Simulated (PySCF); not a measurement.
Electronic structure of Br⁺ (bromine, charge +1) at the UHF level

Configuration: [Ar] 3d10 4s2 4p4, high-spin 3P determinant. All numbers are calculated (PySCF 2.14, scalar relativity by spin-free X2C-1e, in x2c-QZVPPall (11s8p5d4f1g, 97 functions)).

| Property | Result |
| --- | --- |
| Total energy | -2604.109276 hartree |
| One-electron energy | -3608.7564 hartree |
| Hartree (Coulomb) energy | 1095.5762 hartree |
| Exchange energy | -90.9291 hartree |
| ⟨S²⟩ | 2.0092 |
| ⟨L²⟩ | 2.035 |
| Sum of ⟨r⟩ | 22.96 bohr |
| Sum of ⟨r²⟩ | 31.52 bohr² |
| Traceless quadrupole moment −½Σ⟨3z² − r²⟩ along its main axis | -1.78 e·bohr² |
| Langevin diamagnetic susceptibility | -25.0 ×10⁻⁶ cm³/mol |

```tsv
shell	electrons	mean orbital energy (hartree)	spread (hartree)	rms radius, mean of both spins (bohr)
1s α	1	-498.64802	0	0.0492
1s β	1	-498.63791	0	0.0492
2s α	1	-67.51163	0	0.205
2s β	1	-67.50621	0	0.205
2p α	3	-59.41339	0.00846	0.183
2p β	3	-59.40182	0.00402	0.183
3s α	1	-10.61472	0	0.588
3s β	1	-10.59654	0	0.588
3p α	3	-7.96863	0.02535	0.607
3p β	3	-7.94396	0.00537	0.607
3d α	5	-3.56966	0.02386	0.650
3d β	5	-3.55711	0.01191	0.650
4s α	1	-1.49154	0	1.78
4s β	1	-1.26724	0	1.78
4p α	3	-0.86527	0.07219	2.11
4p β	1	-0.77532	0	2.11
```

Densities and radii are taken from the X2C orbitals without a picture-change correction, which distorts them close to the nucleus.

Spin-orbit constants ζ (cm⁻¹) from the X2C one-electron operator on these orbitals: bare nucleus, nucleus screened by l(l+1)(2l+1)/3 electrons, and screened by the Breit-Pauli mean field of the electrons.

| shell | bare | screened nucleus | mean field |
| --- | --- | --- | --- |
| 2p | 262800 | 247800 | n/a |
| 3p | 37890 | 35720 | n/a |
| 3d | 4671 | 3336 | n/a |
| 4p | 2903 | 2737 | n/a |

To first order the Landé constant is A = -1369 cm⁻¹, so the lowest level has J = 2 and lies 0.170 eV below the centre of the term. This holds in LS coupling only.
